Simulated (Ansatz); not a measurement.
GeSb2. Charge 0, multiplicity 3. Geometry PBE-D4/def2-TZVP; atoms count from 1.

```xyz
3

Sb   -0.658   -1.410    0.236
Sb    1.416    0.349    0.591
Ge   -0.757    1.060   -0.827
```

In the def2 sets Sb takes a core potential; there is no spin–orbit coupling. At PBE0-D4/def2-TZVP a singlet of charge 0 lies 1.23 eV below the triplet, each at its own geometry. The structure comes from a short search, and lower isomers may exist.

**Question.** Estimate the Mulliken populations from the PBE0/def2-TZVP orbitals of Ansatz.

**Answer.** 
```
atom  charge (e)  spin (α − β)
 Sb1       -0.05          0.90
 Sb2       -0.05          0.90
 Ge3        0.10          0.19
```
Mulliken values depend strongly on the basis.

**Question.** Where does the spin sit?

**Answer.** Summed by element: Sb 1.81, Ge 0.19, of 2 unpaired in all. Largest on single atoms: Sb1 0.90, Sb2 0.90, Ge3 0.19.

**Question.** And the Mayer bond orders between heavy atoms (over 0.3)?

**Answer.** Sb1–Sb2 1.39 (2.74 Å); Sb1–Ge3 1.15 (2.69 Å); Sb2–Ge3 1.15 (2.69 Å).
